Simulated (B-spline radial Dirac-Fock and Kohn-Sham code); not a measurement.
Conversion-electron coefficients: Mg, 150 keV

Z = 12 (magnesium), transition energy 150 keV. The computed values come from an atomic code on a B-spline grid: a Dirac-Hartree-Slater potential of the neutral atom with a Latter tail (no hole, which puts coefficients of high multipoles low close above an edge), finite nucleus with surface currents. Subshells that would emit electrons below 1 keV are left out.

Input file task.json (cfg lists n, l and occupation; rrms is the nuclear radius in fm):

```json
{"items": [{
  "Z": 12,
  "q": 0,
  "cfg": [[1, 0, 2], [2, 0, 2], [2, 1, 6], [3, 0, 2]],
  "A": 24,
  "rrms": 3.057,
  "do": "conversion",
  "gamma": [150.0],
  "edges": {"K": 1303.0, "L1": 88.6}
}]}
```

Launch: `python xray2_run.py task.json out`

| subshell | electron energy (keV) | E1 | E3 | E5 | M3 | M5 |
| --- | --- | --- | --- | --- | --- | --- |
| K | 148.70 | 0.00150 | 0.114 | 6.44 | 0.0448 | 2.54 |
| L1 | 149.91 | 9.88e-05 | 0.00746 | 0.420 | 0.00301 | 0.173 |
| L2 | 149.94 | 2.75e-07 | 0.000118 | 0.0225 | 5.61e-05 | 0.00679 |
| L3 | 149.94 | 5.33e-07 | 0.000163 | 0.0288 | 4.45e-05 | 0.00890 |
| M1 | 149.99 | 4.56e-06 | 0.000344 | 0.0194 | 0.000139 | 0.00803 |
| total |  | 0.00160 | 0.122 | 6.93 | 0.0480 | 2.74 |

Question: For a pure M3 transition, what fraction of decays emits a photon?

Answer: 1/(1 + α) = 0.954 with the total α = 0.0480.
